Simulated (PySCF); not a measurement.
Geometry (Å), atoms numbered from 1 in this order:
```xyz
16

C     3.031    0.307    0.265
O     1.660    0.535    0.448
Si    0.448   -0.553    0.177
Cl    0.871   -2.284    1.246
C    -1.153    0.158    0.734
C    -2.434   -0.447    0.208
C    -2.019    0.909   -0.249
H     3.375   -0.581    0.824
H     3.586    1.183    0.633
H     3.283    0.163   -0.801
H     0.381   -0.950   -1.260
H    -1.176    0.509    1.772
H    -2.364   -1.278   -0.502
H    -3.271   -0.531    0.905
H    -1.663    1.024   -1.278
H    -2.565    1.778    0.128
```

Geometry: PBE0-D3(BJ)/def2-SVP; GIAO absolute shieldings from PySCF 2.14.0 with density-fitted response routines, gas phase, non-relativistic, averaged over equivalent atoms.

At PBE0/pcSseg-1 (178 basis functions, 26 s wall time on 1 thread of an Arm Neoverse V1, shared host):
| atoms | σ (ppm) |
| --- | --- |
| C1 | 132.2 |
| C7 | 181.0 |
| C6 | 183.6 |
| C5 | 185.5 |
| O2 | 293.1 |
| Si3 | 341.6 |
| Cl4 | 911.7 |
| H11 | 26.84 |
| H8/H9/H10 | 27.58 |
| H16 | 30.54 |
| H14 | 30.61 |
| H15 | 30.87 |
| H13 | 30.99 |
| H12 | 31.35 |

Predict the values at wB97X-D/pcSseg-1 on the same geometry.

Results:


```json
{"atoms": "C1", "σ at wB97X-D/pcSseg-1": "132.2", "change": "+0.0"}
{"atoms": "C7", "σ at wB97X-D/pcSseg-1": "181.0", "change": "+0.0"}
{"atoms": "C6", "σ at wB97X-D/pcSseg-1": "183.6", "change": "+0.0"}
{"atoms": "C5", "σ at wB97X-D/pcSseg-1": "186.1", "change": "+0.6"}
{"atoms": "O2", "σ at wB97X-D/pcSseg-1": "297.3", "change": "+4.2"}
{"atoms": "Si3", "σ at wB97X-D/pcSseg-1": "342.5", "change": "+0.9"}
{"atoms": "Cl4", "σ at wB97X-D/pcSseg-1": "915.9", "change": "+4.2"}
{"atoms": "H11", "σ at wB97X-D/pcSseg-1": "27.03", "change": "+0.19"}
{"atoms": "H8/H9/H10", "σ at wB97X-D/pcSseg-1": "27.71", "change": "+0.13"}
{"atoms": "H16", "σ at wB97X-D/pcSseg-1": "30.66", "change": "+0.12"}
{"atoms": "H14", "σ at wB97X-D/pcSseg-1": "30.73", "change": "+0.12"}
{"atoms": "H15", "σ at wB97X-D/pcSseg-1": "30.99", "change": "+0.12"}
{"atoms": "H13", "σ at wB97X-D/pcSseg-1": "31.11", "change": "+0.12"}
{"atoms": "H12", "σ at wB97X-D/pcSseg-1": "31.51", "change": "+0.16"}
```

The largest change is at Cl4 (chlorine bonded to Si). Cost: 178 basis functions, 30 s wall time on 1 thread of an Arm Neoverse V1, shared host. The order of the carbon signals is the same at both levels.
